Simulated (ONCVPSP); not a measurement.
F (Z = 9): from the effect back to the setting (ONCV)

Base potential:

F (Z = 9), optimised norm-conserving Vanderbilt (ONCV), made with ONCVPSP 4.0.1 (PBE, scalar-relativistic). Core [He], reference 2s1 2p6. Waves: 2s: rc 0.75 bohr, ncon 5, nbas 9, qcut 7.6 1/bohr, local; 2p: rc 1.35 bohr, ncon 4, nbas 8, qcut 12 1/bohr, 1 projector. Local part: the s channel. Core correction: Teter function, fcfact 2, rcfact 1.35.

Cutoffs, loose and tight: the cutoffs (Ha) at which the residual kinetic energy of the hardest occupied pseudo-wave falls to 1 and 0.1 mHa per electron. They do not see the model core or the augmentation charge, which bear on the density cutoff. Test errors are all-electron minus pseudo excitation energies from the reference, over the configurations 2s2 2p5; 2s2 2p4; 2s2 2p3; 2s1 2p5; variants that change the core or the reference have their own tests.

Only the scale of all radii but the core radius (base = 1) is moved:

```json
{"scale of all radii but the core radius (base = 1)": "0.77", "cutoff, loose": "186 Ha", "cutoff, tight": "586 Ha", "bound ghosts": "none", "largest test error (meV)": "+127"}
{"scale of all radii but the core radius (base = 1)": "0.85", "cutoff, loose": "197 Ha", "cutoff, tight": "448 Ha", "bound ghosts": "none", "largest test error (meV)": "+165"}
{"scale of all radii but the core radius (base = 1)": "0.9", "cutoff, loose": "300 Ha", "cutoff, tight": "445 Ha", "bound ghosts": "none", "largest test error (meV)": "+204"}
{"scale of all radii but the core radius (base = 1)": "1.05", "cutoff, loose": "280 Ha", "cutoff, tight": "361 Ha", "bound ghosts": "none", "largest test error (meV)": "+332"}
{"scale of all radii but the core radius (base = 1)": "1.14", "cutoff, loose": "219 Ha", "cutoff, tight": "293 Ha", "bound ghosts": "none", "largest test error (meV)": "+430"}
{"scale of all radii but the core radius (base = 1)": "1.2", "cutoff, loose": "188 Ha", "cutoff, tight": "268 Ha", "bound ghosts": "none", "largest test error (meV)": "+531"}
{"scale of all radii but the core radius (base = 1)": "1.26", "cutoff, loose": "124 Ha", "cutoff, tight": "241 Ha", "bound ghosts": "none", "largest test error (meV)": "+590"}
{"scale of all radii but the core radius (base = 1)": "1.3", "cutoff, loose": "99 Ha", "cutoff, tight": "217 Ha", "bound ghosts": "none", "largest test error (meV)": "+555"}
```

**Question.** One more run gave cutoff, loose: 304 Ha; cutoff, tight: 394 Ha; bound ghosts: none; largest test error (meV): +278. Which value of the scale of all radii but the core radius (base = 1) was used?

**Answer.** 0.99. The tight cutoff moves one way along this sweep, from 586 Ha at 0.77 to 217 Ha at 1.3, which places the run between 0.9 and 1.05.
